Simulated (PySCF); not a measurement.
# Polarisability as a sum over states

Compound: C2H5NSi.
Cartesian coordinates in Å at the PBE0-D3(BJ)/def2-SVP level; atoms count from 1:
```
atom  x, y, z in Å
C1    -1.2444    0.4405    0.0089
Si2    0.3175   -0.5822   -0.0377
C3     1.7869    0.5558    0.1141
N4     2.6879    1.2799    0.2086
H5    -1.3171    0.9965    0.9553
H6    -2.1262   -0.2122   -0.0801
H7    -1.2612    1.1627   -0.8208
H8     0.4841   -1.3131   -1.3250
H9     0.4076   -1.5390    1.1004
```

Computed, not measured: TDDFT wB97X-D/def2-SVPD, vertical, gas phase, core orbitals frozen in the response in PySCF 2.14.0, density-fitted response routines.

Excitation energies and transition dipoles (atomic units, axes of the coordinates) of those of the lowest 10 singlets that add 0.02 au or more to the mean polarisability:

```json
{"state": "S2", "ΔE (hartree)": "0.2711", "μx": "0.007", "μy": "0.009", "μz": "-0.117"}
{"state": "S3", "ΔE (hartree)": "0.2712", "μx": "-0.166", "μy": "0.133", "μz": "0.005"}
{"state": "S4", "ΔE (hartree)": "0.3034", "μx": "0.066", "μy": "-0.088", "μz": "-0.005"}
{"state": "S5", "ΔE (hartree)": "0.3049", "μx": "-0.005", "μy": "-0.013", "μz": "0.149"}
{"state": "S6", "ΔE (hartree)": "0.3201", "μx": "-0.013", "μy": "-0.015", "μz": "0.156"}
{"state": "S7", "ΔE (hartree)": "0.3216", "μx": "1.111", "μy": "0.124", "μz": "0.047"}
{"state": "S8", "ΔE (hartree)": "0.3298", "μx": "-0.004", "μy": "-0.012", "μz": "0.124"}
{"state": "S9", "ΔE (hartree)": "0.3368", "μx": "-0.285", "μy": "-0.371", "μz": "-0.045"}
{"state": "S10", "ΔE (hartree)": "0.3406", "μx": "0.014", "μy": "0.040", "μz": "-0.428"}
```

Task: What does each state add to αxx, αyy and αzz, and how do the sums compare with the full static tensor?

Result: Each state adds 2 μα² / ΔE.

```json
{"state": "S2", "αxx (au)": "0.00", "αyy (au)": "0.00", "αzz (au)": "0.10"}
{"state": "S3", "αxx (au)": "0.20", "αyy (au)": "0.13", "αzz (au)": "0.00"}
{"state": "S4", "αxx (au)": "0.03", "αyy (au)": "0.05", "αzz (au)": "0.00"}
{"state": "S5", "αxx (au)": "0.00", "αyy (au)": "0.00", "αzz (au)": "0.15"}
{"state": "S6", "αxx (au)": "0.00", "αyy (au)": "0.00", "αzz (au)": "0.15"}
{"state": "S7", "αxx (au)": "7.68", "αyy (au)": "0.10", "αzz (au)": "0.01"}
{"state": "S8", "αxx (au)": "0.00", "αyy (au)": "0.00", "αzz (au)": "0.09"}
{"state": "S9", "αxx (au)": "0.48", "αyy (au)": "0.82", "αzz (au)": "0.01"}
{"state": "S10", "αxx (au)": "0.00", "αyy (au)": "0.01", "αzz (au)": "1.07"}
{"state": "all 10 states", "αxx (au)": "8.4", "αyy (au)": "1.1", "αzz (au)": "1.6"}
{"state": "full response", "αxx (au)": "63.1", "αyy (au)": "53.9", "αzz (au)": "46.2"}
{"state": "share (%)", "αxx (au)": "13", "αyy (au)": "2", "αzz (au)": "3"}
```

The rest comes from the higher roots of the same response equations.

Task: Give the full tensor and its principal values.

Result: In au, rows and columns x, y, z:
```
x   63.1  5.6  1.0
y    5.6 53.9  0.9
z    1.0  0.9 46.2
```
Principal values 46.1, 51.3 and 65.9 au; mean 54.4 au (8.07 Å³).

Task: By how much does the contribution of these states grow at 532 nm?

Result: With ω = 0.0856 hartree each state's term in the mean polarisability goes from f / ΔE² to f / (ΔE² − ω²), f = (2/3) ΔE |μ|²; the sum over all 10 states goes from 3.70 to 3.98 au, a rise of 0.28 au.

Hardware: one thread of an Arm Neoverse V1, no GPU, shared host. Cost: 42 s of wall time.
